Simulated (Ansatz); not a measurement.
```xyz
4

C    -0.0017    0.0357   -0.6056
O     0.1217    0.0767    0.6675
H    -0.0439   -0.9993   -1.0744
H    -0.0418    0.8083   -1.1309
```

Basis set: 6-31G (spherical functions). Correlated methods keep 2 orbitals frozen. Charge 0, multiplicity 1.

Computed with Ansatz (development build ahead of 0.2.0); each method stands on the lowest determinant of its kind that the runs found. Restricted open shells among the atoms or ions are ROHF, correlated in semicanonical orbitals with singles.

The atomization energy at this shape (free ground-state atoms in the same class of orbitals less the molecule, no zero-point energy) of singlet CH₂O:

| method | atomization energy |
| --- | --- |
| RHF | 8.94 eV |

(1) What does RHF-MP2 give?

Answers

(1) 12.98 eV. Caution: the shape is not the minimum.

This basis has no polarisation functions and is too small for such energies, which can lie far from measured ones in either direction.
